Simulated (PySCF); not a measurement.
# Radial density of Ga (gallium, neutral)

BP86, [Ar] 3d10 4s1 4p2, high-spin 4P determinant (an excited configuration). Computed with PySCF 2.14 in dyall-av2z (16s12p8d, 92 functions), with the non-relativistic Hamiltonian (point nucleus).

```json
{"r (bohr)": "0.000805", "4πr²ρ (e/bohr)": "0.1580", "4πr²(ρα − ρβ)": "0.0001"}
{"r (bohr)": "0.00135", "4πr²ρ (e/bohr)": "0.4325", "4πr²(ρα − ρβ)": "0.0002"}
{"r (bohr)": "0.00228", "4πr²ρ (e/bohr)": "1.155", "4πr²(ρα − ρβ)": "0.0005"}
{"r (bohr)": "0.00383", "4πr²ρ (e/bohr)": "2.969", "4πr²(ρα − ρβ)": "0.0014"}
{"r (bohr)": "0.00644", "4πr²ρ (e/bohr)": "7.140", "4πr²(ρα − ρβ)": "0.0033"}
{"r (bohr)": "0.0108", "4πr²ρ (e/bohr)": "15.40", "4πr²(ρα − ρβ)": "0.0069"}
{"r (bohr)": "0.0182", "4πr²ρ (e/bohr)": "27.67", "4πr²(ρα − ρβ)": "0.0120"}
{"r (bohr)": "0.0307", "4πr²ρ (e/bohr)": "37.10", "4πr²(ρα − ρβ)": "0.0145"}
{"r (bohr)": "0.0516", "4πr²ρ (e/bohr)": "33.92", "4πr²(ρα − ρβ)": "0.0139"}
{"r (bohr)": "0.0868", "4πr²ρ (e/bohr)": "31.50", "4πr²(ρα − ρβ)": "0.0364"}
{"r (bohr)": "0.146", "4πr²ρ (e/bohr)": "43.28", "4πr²(ρα − ρβ)": "0.0586"}
{"r (bohr)": "0.245", "4πr²ρ (e/bohr)": "29.82", "4πr²(ρα − ρβ)": "-0.0364"}
{"r (bohr)": "0.413", "4πr²ρ (e/bohr)": "23.07", "4πr²(ρα − ρβ)": "0.0737"}
{"r (bohr)": "0.694", "4πr²ρ (e/bohr)": "22.96", "4πr²(ρα − ρβ)": "-0.0088"}
{"r (bohr)": "1.17", "4πr²ρ (e/bohr)": "6.524", "4πr²(ρα − ρβ)": "0.3090"}
{"r (bohr)": "1.96", "4πr²ρ (e/bohr)": "1.778", "4πr²(ρα − ρβ)": "1.1861"}
{"r (bohr)": "3.30", "4πr²ρ (e/bohr)": "0.7296", "4πr²(ρα − ρβ)": "0.7115"}
{"r (bohr)": "5.56", "4πr²ρ (e/bohr)": "0.1268", "4πr²(ρα − ρβ)": "0.1267"}
{"r (bohr)": "9.35", "4πr²ρ (e/bohr)": "0.001182", "4πr²(ρα − ρβ)": "0.0012"}
```

(1) Where is the radial spin density 4πr²(ρα − ρβ) most negative, and why is it negative at all?

Answers

(1) Around r = 0.245 bohr, down to -0.0364 e/bohr: exchange with the open shell polarises the paired shells in an unrestricted calculation.
